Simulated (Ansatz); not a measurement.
Geometry optimisation, RKS BHLYP/def2-SVP (Ansatz 0.2.0).

input.yaml

```yaml
crystal:
  periodic: [false, false, false]
  atoms:
    - { symbol: Sn, position_ang: [0.0, 0.0, 0.0] }
    - { symbol: H, position_ang: [0.0, 0.0, 1.74] }
    - { symbol: Cl, position_ang: [2.2726, 0.0, -0.8025] }
    - { symbol: C, position_ang: [-1.0126, 1.7544, -0.716] }
    - { symbol: H, position_ang: [-2.0653, 1.5008, -0.9603] }
    - { symbol: H, position_ang: [-0.9943, 2.5391, 0.069] }
    - { symbol: H, position_ang: [-0.5023, 2.131, -1.6269] }
    - { symbol: C, position_ang: [-1.0126, -1.7544, -0.716] }
    - { symbol: H, position_ang: [-1.5123, -2.2661, 0.1329] }
    - { symbol: H, position_ang: [-1.7727, -1.4617, -1.4701] }
    - { symbol: H, position_ang: [-0.2768, -2.4431, -1.1811] }
basis:
  gaussian: { orbitals: def2-SVP }
hamiltonian:
  xc: { name: BHLYP }
relax:
  f_tol: 0.02
  max_steps: 40
output:
  orbitals: {}
```

Launched with:

```bash
$ ansatz run input.yaml --threads 4 --pin off --max-ram 5120MiB --backend cpu --events-out ev --progress --plain --runs-dir out
```

Problem. Where does it end, and by what steps?

Solution. The forces met the threshold. The force dipped under the threshold on the way, but the program's further checks kept it going. After 20 steps the energy has fallen by 0.123 eV; H10 moved furthest, 0.88 Å.

```csv
step,energy less start (eV),largest force component (eV/Å),accepted
0,0.0000,0.588,yes
1,-0.0334,0.472,yes
2,-0.0996,0.186,yes
3,-0.1040,0.060,yes
4,-0.1064,0.017,yes
5,-0.0946,0.425,no
6,-0.1084,0.027,yes
7,-0.1090,0.173,yes
8,-0.1120,0.057,yes
9,-0.1144,0.006,yes
10,-0.1164,0.063,yes
11,-0.1064,0.407,no
12,-0.0995,0.517,no
13,-0.1177,0.018,yes
14,-0.1190,0.102,yes
15,-0.1202,0.062,yes
16,-0.1211,0.031,yes
17,-0.1217,0.066,yes
18,-0.1221,0.045,yes
19,-0.1223,0.033,yes
20,-0.1226,0.015,yes
```

```xyz
11
Properties=species:S:1:pos:R:3
Sn -0.088 -0.005 0.022
H 0.096 -0.079 1.719
Cl 2.120 0.116 -0.837
C -1.072 1.785 -0.625
H -2.096 1.809 -0.245
H -0.534 2.659 -0.256
H -1.096 1.817 -1.716
C -0.941 -1.793 -0.792
H -1.933 -1.963 -0.366
H -1.029 -1.699 -1.876
H -0.304 -2.648 -0.559
```

Whether the end is a true minimum wasn't checked by a vibrational analysis.

The run took 43 s on 4 threads of Arm Neoverse V1, on a shared host, peak memory 0.26 GiB.
